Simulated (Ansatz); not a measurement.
System: C5H7Ge (charge -1, singlet). It need not be the lowest isomer of its formula. Whether it binds its extra electron was not tested at this geometry. SMILES: [GeH3][c]1cc[cH-]c1
Geometry: optimised at B3LYP-D3(BJ)/def2-TZVP (Ansatz, a quantum-chemistry and plane-wave program).

Parts of the frozen-core correlation energy in aug-cc-pVDZ (Ansatz, hartree). Frozen orbitals: 19; correlated occupied orbitals by spin: 16 and 16; virtual: 179 and 179. No spin-orbit coupling. No relativistic terms.

| term | value |
|---|---|
| reference (HF) | -2268.73168 |
| MP2 opposite-spin | -0.60869 |
| MP2 same-spin | [?] |
| CCSD correlation | [?] |
| (T) | [?] |
| T1 diagnostic | 0.011 |
| largest doubles amplitude | 0.037 |

Problem. Complete the blanks.

Solution. 
- MP2 same-spin, value: -0.20789
- CCSD correlation, value: -0.85790
- (T), value: -0.04016
